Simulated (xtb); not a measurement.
Cl₃Y, singlet, at a GFN2-xTB geometry (such geometries of metal compounds can be far from the true shape). Base run: GFN0-xTB run with xtb 6.7.1.

The xtb input:
```
$ xtb mol.xyz --gfn 0 --json

# file mol.xyz
4

Y      0.23273299     0.60598762     0.37640734
Cl     1.71306890    -0.82911873    -0.86829729
Cl    -0.87640660    -1.25795858     1.42317771
Cl    -1.37057916     0.69687040    -1.41840315
```

Variants of this job, named by their change:

```csv
change,ΔE vs base (mEh),HOMO-LUMO gap (eV)
base,0.000,4.80
etemp = 3000,-0.009,4.80
etemp = 1000,0.000,4.80
acc = 30,0.000,4.80
etemp = 10,0.000,4.80
```
